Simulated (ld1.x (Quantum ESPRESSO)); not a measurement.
Scattering properties, ultrasoft potential for chromium

Cr (Z = 24), ultrasoft, made with ld1.x (Quantum ESPRESSO) 7.5 (PBE, scalar-relativistic). Core [Ne], reference 3s2 3p6 3d5 4s0 4p1. Waves: 3s (bound): rcut 1.50, rcutus 1.60 bohr; 4s (bound, empty): rcut 1.50, rcutus 1.60 bohr; 3p (bound): rcut 1.35, rcutus 1.55 bohr; 4p (bound): rcut 1.35, rcutus 1.55 bohr; 3d (bound): rcut 2.10, rcutus 2.50 bohr; 3d channel at 1.5 Ry: rcut 2.10, rcutus 2.50 bohr. Local part: all-electron potential smoothed inside 2.10 bohr (lloc = -1). Core correction: none. Augmentation charge: PSQ, inside the norm-conserving radii.

The phase is arctan(r·u′/u) with u = r·R(r), unwrapped; energies in Ry, scanned from -8 to 5 Ry. A pole is an energy at which the radial function vanishes at the test radius. The pseudo phase is shifted by a multiple of π to meet the all-electron one at the reference energy, and phase errors are pseudo minus all-electron; the curves can meet again beyond the range given. Levels narrower than the energy grid can be missing from the lists of poles. n/a: not evaluated, since a narrow level or a reset projector energy made the automatic matching unsafe.

```json
{"channel": "s", "radius (bohr)": "2.69", "reference energy (Ry)": "-0.36", "poles, all-electron": "1.68", "poles, pseudo": "1.68", "unbroken range about the reference energy with phases within 0.05 rad": "n/a", "phase error 1 Ry above the reference energy (rad)": "n/a"}
{"channel": "p", "radius (bohr)": "2.69", "reference energy (Ry)": "-0.13", "poles, all-electron": "-3.41, 2.61", "poles, pseudo": "-3.41, 2.61", "unbroken range about the reference energy with phases within 0.05 rad": "the whole range", "phase error 1 Ry above the reference energy (rad)": "+0.000"}
{"channel": "d", "radius (bohr)": "2.69", "reference energy (Ry)": "-0.31", "poles, all-electron": "-0.12, 4.15", "poles, pseudo": "-0.11, 4.97", "unbroken range about the reference energy with phases within 0.05 rad": "below 3.9", "phase error 1 Ry above the reference energy (rad)": "+0.009"}
```

Phases in the p channel:

```tsv
E (Ry)	all-electron	pseudo
-8.00	1.435	1.435
-7.76	1.432	1.432
-7.52	1.430	1.430
-7.28	1.427	1.427
-7.04	1.425	1.425
-6.80	1.422	1.422
-6.56	1.419	1.419
-6.32	1.416	1.416
-6.08	1.412	1.412
-5.84	1.409	1.409
-5.60	1.404	1.404
-5.36	1.400	1.400
-5.12	1.395	1.395
-4.88	1.390	1.390
-4.64	1.383	1.383
-4.40	1.376	1.376
-4.16	1.367	1.367
-3.92	1.354	1.354
-3.68	1.324	1.324
-3.44	-1.418	-1.418
-3.20	-1.755	-1.755
-2.96	-1.782	-1.782
-2.72	-1.799	-1.799
-2.48	-1.815	-1.815
-2.24	-1.831	-1.831
-2.00	-1.850	-1.850
-1.76	-1.872	-1.872
-1.52	-1.899	-1.899
-1.28	-1.932	-1.932
-1.04	-1.976	-1.976
-0.80	-2.035	-2.035
-0.56	-2.120	-2.120
-0.32	-2.251	-2.251
-0.08	-2.471	-2.471
0.16	-2.859	-2.859
0.40	-3.421	-3.421
0.64	-3.911	-3.910
0.88	-4.204	-4.204
1.12	-4.373	-4.373
1.36	-4.479	-4.479
1.60	-4.551	-4.551
1.84	-4.604	-4.604
2.08	-4.645	-4.645
2.32	-4.678	-4.678
2.56	-4.707	-4.707
2.80	-4.733	-4.732
3.04	-4.756	-4.756
3.28	-4.779	-4.779
3.52	-4.801	-4.801
3.76	-4.825	-4.824
4.00	-4.850	-4.850
4.24	-4.879	-4.878
4.48	-4.912	-4.911
4.72	-4.954	-4.952
4.96	-5.008	-5.005
```
